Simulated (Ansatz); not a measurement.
Molecule: C4H8Cl2, charge 0, multiplicity 1. 
Geometry from a B3LYP-D3(BJ)/def2-TZVP (Ansatz, a quantum-chemistry and plane-wave program) optimisation:
SMILES: C(Cl)C[C@@H](Cl)C
```xyz
14

C     -2.3265     0.7480     0.5144
C     -0.9958     0.2045     0.0361
C      0.1046     0.3336     1.0767
C      1.4816    -0.1025     0.6208
Cl     2.1038     0.9384    -0.7235
Cl    -1.1968    -1.5530    -0.4249
H     -2.2255     1.8138     0.7343
H     -3.0951     0.6250    -0.2470
H     -2.6534     0.2373     1.4212
H     -0.6912     0.6879    -0.8893
H     -0.1643    -0.2606     1.9556
H      0.1448     1.3798     1.3929
H      1.4753    -1.1200     0.2408
H      2.2061    -0.0175     1.4261
```
Charge 0, spin multiplicity 1.

Dipole moments at this geometry, in debye (magnitudes).

```tsv
level	program	dipole (D)
PBE/def2-TZVPD	Ansatz	2.38
BLYP/def2-TZVPD	Ansatz	2.37
revPBE/def2-TZVPD	Ansatz	[?]
PBE0/def2-TZVPD	Ansatz	2.45
BHLYP/def2-TZVPD	Ansatz	2.52
r2SCANh/def2-TZVPD	Ansatz	2.49
r2SCAN0/def2-TZVPD	Ansatz	2.51
LC-wPBE/def2-TZVPD	Ansatz	2.47
wB97X-V/def2-TZVPD	Ansatz	2.46
CCSD(T)/aug-cc-pV(D+d)Z	Ansatz	[?]
```

### Question
What belongs in the gaps?

### Answer

- revPBE/def2-TZVPD, dipole (D): 2.38
- CCSD(T)/aug-cc-pV(D+d)Z, dipole (D): 2.35
